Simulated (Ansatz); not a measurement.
## Ligand exchange: GeH(CH3)Cl2 + HCl → GeH2(CH3)Cl + Cl2

Species: GeH(CH3)Cl2, singlet; HCl, singlet; GeH2(CH3)Cl, singlet; Cl2 (chlorine), singlet. The partners trade Cl for H: Ge–Cl and Cl–H bonds give way to Ge–H and Cl–Cl.

Shapes, held fixed at every level: PBE0-D4/def2-TZVP. Programs: Ansatz 0.2.0. The zero-point and thermal change to 298 K, harmonic and unscaled (PBE0-D4/def2-TZVP), is -0.9 kJ/mol.

```json
{"level": "r2SCAN-D4/def2-TZVPP", "kind": "meta-GGA", "ΔH(298 K) (kJ/mol)": "+255.3", "less CCSD(T)/def2-TZVPP": "-3.4", "CPU time (sum over the molecules)": "34 s"}
{"level": "BHLYP-D4/def2-TZVPP", "kind": "global hybrid", "ΔH(298 K) (kJ/mol)": "+258.5", "less CCSD(T)/def2-TZVPP": "-0.2", "CPU time (sum over the molecules)": "22 s"}
{"level": "wB97M-V/def2-TZVPP", "kind": "range-separated hybrid", "ΔH(298 K) (kJ/mol)": "+251.2", "less CCSD(T)/def2-TZVPP": "-7.5", "CPU time (sum over the molecules)": "77 s"}
{"level": "B2PLYP/def2-TZVPP", "kind": "double hybrid", "ΔH(298 K) (kJ/mol)": "+251.9", "less CCSD(T)/def2-TZVPP": "-6.8", "CPU time (sum over the molecules)": "33 s"}
{"level": "MP2/def2-TZVPP", "kind": "perturbation theory", "ΔH(298 K) (kJ/mol)": "+272.1", "less CCSD(T)/def2-TZVPP": "+13.4", "CPU time (sum over the molecules)": "–"}
{"level": "CCSD(T)/def2-SVP", "kind": "coupled cluster or CI", "ΔH(298 K) (kJ/mol)": "+267.7", "less CCSD(T)/def2-TZVPP": "+9.0", "CPU time (sum over the molecules)": "23 s"}
{"level": "CCSD/def2-SVP", "kind": "coupled cluster or CI", "ΔH(298 K) (kJ/mol)": "+269.0", "less CCSD(T)/def2-TZVPP": "+10.3", "CPU time (sum over the molecules)": "–"}
{"level": "CCSD(T)/def2-TZVPP", "kind": "coupled cluster or CI", "ΔH(298 K) (kJ/mol)": "+258.7", "less CCSD(T)/def2-TZVPP": "0.0", "CPU time (sum over the molecules)": "9.4 min"}
```

The highest level, CCSD(T)/def2-TZVPP, gives ΔH(298 K) = +258.7 kJ/mol; the levels span +251.2 to +272.1. The column of differences is taken from that level and isn't an error. No measured value is set beside it here. Relativity is left out for Ge. Outer-core shells of Ge are correlated in most correlated rows, in sets that cover them unevenly. Times are processor times on shared x86 and Arm servers, and rough.
